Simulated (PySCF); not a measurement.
FH5O2Si2, SMILES F[Si]([SiH3])(O)O. The structure is a stationary point at B3LYP-D3(BJ)/def2-SVP. The structure was generated by enumeration, and PubChem lists no compound with its InChIKey, so it may never have been made. One conformer was computed; it need not be the lowest.

Computed equilibrium geometry at B3LYP-D3(BJ)/def2-SVP (PySCF confirms it by a frequency run) as bond lengths and angles (one conformer of several):
Atoms: O1 Si2 O3 F4 Si5 H6 H7 H8 H9 H10. Bonds (Å): O1–Si2 1.647, O1–H6 0.966, Si2–O3 1.658, Si2–F4 1.633, Si2–Si5 2.331, O3–H7 0.965, Si5–H8 1.493, Si5–H9 1.491, Si5–H10 1.491. Angles (°): Si2–O1–H6 117.5, O1–Si2–O3 107.9, O1–Si2–F4 110.9, O1–Si2–Si5 108.3, O3–Si2–F4 106.6, O3–Si2–Si5 115.1, F4–Si2–Si5 108.2, Si2–O3–H7 117.8, Si2–Si5–H8 109.1, Si2–Si5–H9 110.6, Si2–Si5–H10 109.9, H8–Si5–H9 108.9, H8–Si5–H10 108.8, H9–Si5–H10 109.5.
